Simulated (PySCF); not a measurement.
A PySCF script (with the pyscf-properties extension) for the NMR shieldings of SMILES C1B(NC(C)C)CCC1, C$_{7}$H$_{16}$BN, on a GFN2-xTB geometry:

```python
import basis_set_exchange as bse
import numpy as np
from pyscf import gto, dft
from pyscf.prop import nmr

atoms = """
C     2.946200   -0.665112   -0.425343
C     1.863617    0.368779   -0.114291
C     2.437084    1.526044    0.706393
N     0.764757   -0.257419    0.595293
B    -0.572988   -0.257822    0.262839
C    -1.737914   -0.949354    1.102192
C    -2.931741   -0.931100    0.135501
C    -2.752670    0.335492   -0.703363
C    -1.249662    0.413179   -1.014629
H     3.349325   -1.078735    0.497384
H     2.530679   -1.477860   -1.015765
H     3.759531   -0.208815   -0.983163
H     1.461559    0.762153   -1.052122
H     1.654863    2.248157    0.926936
H     2.845020    1.158125    1.645923
H     3.230179    2.025733    0.156277
H     1.079188   -0.718260    1.438563
H    -1.533260   -1.957791    1.464508
H    -1.980098   -0.347473    1.982313
H    -3.895516   -0.948605    0.647696
H    -2.881221   -1.804659   -0.518094
H    -3.372536    0.321906   -1.601687
H    -3.041991    1.203489   -0.106484
H    -0.948107    1.437867   -1.235933
H    -1.035231   -0.173773   -1.911892
"""
names = dict.fromkeys(["C", "N", "B", "H"], "pcSseg-1")
basis = {el: gto.basis.parse(bse.get_basis(n, elements=[el], fmt="nwchem")) for el, n in names.items()}
mol = gto.M(atom=atoms, basis=basis, charge=0, verbose=0)
mf = dft.RKS(mol, xc="PBE0")
mf.grids.level = 2
mf.grids.alignment = dft.numint.BLKSIZE   # the property module wants whole blocks of grid points
mf.conv_tol = 1e-9
mf.kernel()

calc = nmr.RKS(mf)   # GIAO
C = mf.mo_coeff
Co = C[:, mf.mo_occ > 0]
resp = mf.gen_response(singlet=True, hermi=2)
def vind(x):   # induced exchange potential for any number of trial vectors
    d = np.einsum("pi,xij,qj->xpq", C, 2 * x.reshape(-1, C.shape[1], Co.shape[1]), Co, optimize=True)
    return np.einsum("xpq,pi,qj->xij", resp(d - d.transpose(0, 2, 1)), C, Co, optimize=True).ravel()
mo1, _ = nmr.rhf.solve_mo1(calc, with_cphf=vind)
sigma = calc.kernel(mo1)
for i, s in enumerate(sigma):   # ppm
    print("%2d %-2s %9.2f" % (i, mol.atom_pure_symbol(i), np.trace(s) / 3))
```

Question: What are the results?

Answer: 
```
 0 C     158.84
 1 C     135.09
 2 C     158.02
 3 N     118.63
 4 B      51.90
 5 C     165.83
 6 C     155.63
 7 C     155.19
 8 C     168.77
 9 H      30.82
10 H      30.33
11 H      30.54
12 H      28.35
13 H      30.34
14 H      30.79
15 H      30.56
16 H      27.93
17 H      30.84
18 H      31.02
19 H      29.81
20 H      30.43
21 H      29.73
22 H      30.38
23 H      30.65
24 H      31.02
```

These numbers come from an equivalent density-fitted implementation of the same equations, which agrees with the script to about 0.01 ppm for H and up to a few tenths of a ppm for heavy atoms, so last digits may differ.

Size and cost of the density-fitted run: 233 basis functions, 53 s wall time on 1 thread of an Arm Neoverse V1, shared host; peak memory 1.1 GiB.
